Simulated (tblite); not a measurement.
Compound: C5H5NO2Si.
Structure used (GFN2-xTB), in Å, numbered top down from 1:
```
atom  x, y, z in Å
N1    -2.7808    0.1961    1.0498
C2    -1.8983    0.4769    0.3782
C3    -0.7763    0.7996   -0.4494
Si4   -0.1955   -0.7958   -1.3709
C5     1.1225   -1.1325    0.0090
O6     1.9472   -2.0058    0.0333
C7     0.9937   -0.0627    1.0817
C8     0.3988    1.1678    0.4481
O9     0.8171    2.2837    0.5705
H10   -1.0466    1.6449   -1.0851
H11    0.4217   -0.4551   -2.6477
H12   -1.2349   -1.8132   -1.4426
H13    0.2871   -0.4464    1.8248
H14    1.9436    0.1420    1.5781
```

Computed values, GFN2-xTB/tblite, gas phase, harmonic and unscaled. Against measured fundamentals such values can be off by several per cent, at times by over 20. Modes of hydrogen on silicon can be 10 to 20 % off. One conformer, not necessarily the lowest.

Harmonic wavenumbers (cm⁻¹): 41.4, 87.5, 124.5, 147.6, 321.7, 346.6, 364.4, 398.5, 437.2, 453.3, 498.1, 503.7, 547.4, 605.7, 630.1, 643.8, 741.3, 750.1, 839.8, 877.3, 1001.7, 1014.2, 1042.8, 1083.5, 1140.8, 1194.9, 1219.8, 1390.3, 1758.5, 1799.4, 2325.8, 2346.3, 2391.2, 2944.7, 2974.0, 3001.4.

A = 1848, B = 1263, C = 992.6 MHz; mass 139.009 u (most abundant isotopes); point group C1, symmetry number 1.

Task: What is the zero-point energy?

Result: Half the sum of the wavenumbers: 18995 cm⁻¹ = 54.31 kcal/mol.

Task: Entropy at 298.15 K, 1 bar (ideal gas, RRHO, classical rotation)?

Result: Translation 40.73, rotation 29.32, vibration 25.23: S = 95.3 cal/(mol K).

Task: And Cp and H(298.15 K) − H(0)?

Result: Cp = 36.06 cal/(mol K), of which vibrations give 28.11 (their classical limit is 36 R = 71.5); H(298.15 K) − H(0) = 6.44 kcal/mol without the zero-point energy, 4.07 from vibrations.

Task: Blend soft modes into free rotors: weight 1/[1 + (100 cm⁻¹/ν̃)⁴] for the oscillator and the rest for a rotor with moment μB/(μ + B), μ = h/(8π²ν), B = 10⁻⁴⁴ kg m². What vibrational entropy results?

Result: 23.21 cal/(mol K) in place of 25.23, which changes −T·S at 298.15 K by +0.60 kcal/mol.

Task: How do the functions run with temperature in this model?

Result: 
```csv
T (K),S (cal/(mol K)),Cp (cal/(mol K)),H − H(0) (kcal/mol),G − H(0) (kcal/mol),ln q(vib)
100,68.4,16.4,1.20,-5.63,1.48
200,82.8,26.7,3.34,-13.21,3.60
300,95.5,36.2,6.51,-22.14,5.87
500,117.4,49.4,15.18,-43.50,10.46
800,143.3,60.5,31.84,-82.77,16.87
1000,157.3,65.1,44.42,-112.86,20.70
```

q(vib) and H(0) count from the zero-point level.

Task: What must be added to the electronic energy to get the Gibbs energy at 298.15 K and 1 bar?

Result: ZPE + [H(298.15 K) − H(0)] − T·S = 54.31 + 6.44 − 28.40 = 32.35 kcal/mol.

Hindered rotation and anharmonicity are outside this model. Other conformers, if any are populated, would add a mixing term that is left out. The structure is chiral; the term R ln 2 for an equal mix with its mirror image is left out.
